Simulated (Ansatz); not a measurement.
A thermochemical cycle in electronic energies (no zero-point or thermal terms), species as SMILES, kcal/mol. Geometries: B3LYP-D3(BJ)/def2-TZVP minima from Ansatz (a program for electronic structure). Valence correlation only, unless marked. UHF or UKS for open shells. No spin-orbit coupling. No relativistic terms. CBS marks a two-point X^-3 extrapolation of the correlation energy; Hartree-Fock from the larger set. Anions need diffuse functions, of which def2-TZVPD holds fewer than the aug- sets.

| step | CCSD(T)/CBS(aug-cc-pVTZ,aug-cc-pVQZ) (Ansatz) | PBE0-D4/def2-TZVPD (Ansatz + dftd4) |
|---|---|---|
| bond energy D: CC(F)F → C[C](F)F + H atom | 108.2 | 102.3 |
| electron affinity EA, positive where the anion is bound: C[C](F)F + e- → C[C-](F)F | 15.3 | 8.7 |
| ionisation of the H atom at the same level, IE | 313.7 | 314.4 |

Question: Find the deprotonation energy A: CC(F)F [1,1-difluoroethane] -> C[C-](F)F + H+.

Answer: Breaking the bond, ionising the H atom and attaching the electron to the radical add up to the deprotonation, A = D + IE - EA. At CCSD(T)/CBS(aug-cc-pVTZ,aug-cc-pVQZ): A = D + IE - EA = 108.2 + 313.7 - 15.3 = 406.6. At PBE0-D4/def2-TZVPD: A = D + IE - EA = 102.3 + 314.4 - 8.7 = 408.0. The functional differs from the first level by -5.9 in D, -6.6 in EA and +1.4 in A; for EA and A the gap mixes functional and basis. The site is the one shown; other sites or isomers of the anion may lie lower.
